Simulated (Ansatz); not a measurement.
The same ligand exchange along the group O, S, Se, Te.

Computed with Ansatz on PBE0-D4/def2-TZVP structures; ΔE is electronic, products minus reactants. CBS: MP2 limit from def2 TZ/QZ plus the TZ coupled-cluster correction, frozen cores. This one scheme is used for every species. def2 core potentials past Kr. For Ge, Te outer-core shells are correlated without core-valence functions, which leaves a few kJ/mol of doubt a bond. Scalar relativity is left out up to krypton.

(1) Order these by ΔE at CCSD(T)/CBS, lowest first. (Estimate.)
A. `[GeH3][O][GeH3]` + `BN` → `B[NH][GeH3]` + `[OH][GeH3]`
B. `[GeH3][Te][GeH3]` + `BN` → `B[NH][GeH3]` + `[GeH3][TeH]`
C. `[GeH3][S][GeH3]` + `BN` → `B[NH][GeH3]` + `[SH][GeH3]`

Largest T1 diagnostic: 0.013, for `B[NH][GeH3]`.

Answers

(1) A (+7.6 kcal/mol), C (+12.5 kcal/mol), B (+17.3 kcal/mol).
